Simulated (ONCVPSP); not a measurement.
Before and after: ONCV potential for phosphorus (P)

```json
{"Element": "phosphorus (P)", "Generator": "ONCVPSP 4.0.1", "Type": "optimised norm-conserving Vanderbilt (ONCV)", "Functional": "PBEsol", "Relativity": "scalar-relativistic", "Frozen core": "[Ne]", "Valence charge": "5", "Reference configuration": "3s2 3p3", "Partial waves": "3s: rc 1.15 bohr, ncon 3, nbas 7, qcut 7 1/bohr, 1 projector; 3p: rc 1.65 bohr, ncon 5, nbas 8, qcut 5.5 1/bohr, 2 projectors, debl 2.6 Ha", "Local potential": "polynomial inside 0.75 bohr (lpopt 5, dvloc0 0 Ha)", "Core correction": "polynomial model core, fcfact 0.25"}
```

Change: p: debl 0.4.

Cutoffs: the cutoffs (Ha) at which the residual kinetic energy of the hardest occupied pseudo-wave falls to 1 and 0.1 mHa per electron; they do not see the model core or the augmentation charge, which bear on the density cutoff. Errors are all-electron minus pseudo energies relative to the spin-unpolarised reference configuration.

Question: What does the change do?

Answer: The potential gets neither clearly harder nor softer (23 Ha and 95 Ha → 23 Ha and 95 Ha); both files keep a bound ghost (s); the errors of the 4 common tests hardly move; the range in which the p phases agree narrows (upper end 4.4 → 3.1).

```tsv
quantity	base	changed
cutoff, loose	23 Ha	23 Ha
cutoff, tight	95 Ha	95 Ha
bound ghosts	s	s
GHOST(+) flags under 300 eV	none	none
error for 3s2 3p2, meV [ΔE 9.70 eV]	-1.5	-1.6
error for 3s2 3p1, meV [ΔE 28.81 eV]	-6.5	-6.8
error for 3s2 3p0, meV [ΔE 58.52 eV]	-17	-17
error for 3s0 3p5, meV [ΔE 17.15 eV]	-14	-14
s: phases at 1.17 bohr within 0.05 rad from the reference energy up to (Ha; the scan ends near 5)	to the end of the scan	to the end of the scan
p: phases at 1.68 bohr within 0.05 rad from the reference energy up to (Ha; the scan ends near 5)	4.4	3.1
rms error of d²Exc/dni dnj with the model core, mHa	0.21	0.21
```

Base: The cutoffs count occupied waves only; projector 2 of the p channel, the hardest unoccupied one, needs 67 Ha at the loose tolerance. A true bound ghost makes a file unfit for plane-wave use even where its test errors are small: the radial tests pick states by their node count and pass the ghost by.
